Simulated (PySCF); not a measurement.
**Electron correlation in Cd²⁺ (cadmium, charge +2)**

[Kr] 4d10, closed-shell 1S. Computed with PySCF 2.14 in x2c-TZVPPall with one added diffuse shell each of s, p, d, f type (9s7p7d3f1g, 95 functions), with scalar relativity by spin-free X2C-1e. Frozen: [Ar] 3d10; 18 electrons correlated.

MP2 pair energies summed by pair of shells (mhartree):

```json
{"pair": "4d-4d", "energy": "-350.78", "share (%)": "56.6"}
{"pair": "4p-4d", "energy": "-163.39", "share (%)": "26.4"}
{"pair": "4p-4p", "energy": "-44.25", "share (%)": "7.1"}
{"pair": "4s-4d", "energy": "-35.68", "share (%)": "5.8"}
{"pair": "4s-4p", "energy": "-21.79", "share (%)": "3.5"}
{"pair": "4s-4s", "energy": "-4.00", "share (%)": "0.6"}
```

Total MP2 correlation energy: -619.89 mhartree.

Same-spin part -204.38 and opposite-spin part -415.51 mhartree; SCS-MP2 scales them by 1/3 and 6/5 to -566.74 mhartree.

This basis was not built for core-valence correlation, so the inner-shell part is incomplete.
